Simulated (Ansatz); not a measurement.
`C#C[SiH2]N` + H–F → `C#C[SiH2]F` + NH₃ at 700 K and 1 bar (ligand exchange at the Si–N bond).

Program: Ansatz. Geometries: PBE0-D4/def2-TZVP. ΔE: electronic, gas phase. CBS: MP2 limit from def2 TZ/QZ plus the TZ coupled-cluster correction, frozen cores. This one scheme is used for every species. Each species was taken in one conformer, which may not be the lowest.

```csv
species,CCSD(T)/CBS energy (Eh),H − E (kJ/mol),S (J/(mol·K))
`C#C[SiH2]N`,-422.86577,231.9,417.2
H–F,-100.39570,45.2,198.5
`C#C[SiH2]F`,-466.78369,159.3,383.1
NH₃,-56.50880,116.9,226.5
```

H − E and S are ideal-gas, rigid-rotor, harmonic terms from PBE0-D4/def2-TZVP, for one conformer and one mirror image of each species. 1 Eh = 2625.50 kJ/mol, R = 8.31446 J/(mol·K).

**Question.** By hand: ΔE, ΔH, ΔS and ΔG.

**Answer.** ΔE = (-466.78369) + (-56.50880) − (-422.86577) − (-100.39570) = -0.03102 Eh = -81.4 kJ/mol. Δ(H − E) = 159.3 + 116.9 − 231.9 − 45.2 = -0.9, so ΔH = -82.3 kJ/mol. ΔS = 383.1 + 226.5 − 417.2 − 198.5 = -6.1 J/(mol·K). ΔG = -82.3 − 700 × (-6.1)/1000 = -78.0 kJ/mol.

**Question.** By hand: the equilibrium constant, and the temperature at which ΔG would vanish if ΔH and ΔS stayed fixed.

**Answer.** log₁₀ K = −ΔG/(RT ln 10) = 5.8. ΔG = 0 at ΔH/ΔS = 13492 K, far beyond where these terms or the molecules hold.

The number of gas molecules stays the same, so ΔS is small and ΔH decides. A doubt of 5 kJ/mol in ΔE shifts log₁₀ K by 0.4 here. Other conformers and mirror images would add mixing entropy, several J/(mol·K) or more a flexible species. These are equilibria of isolated gas molecules and say nothing of rates. Largest T1 diagnostic: 0.012 (customary marks: 0.02 for closed shells, 0.045 for open ones).
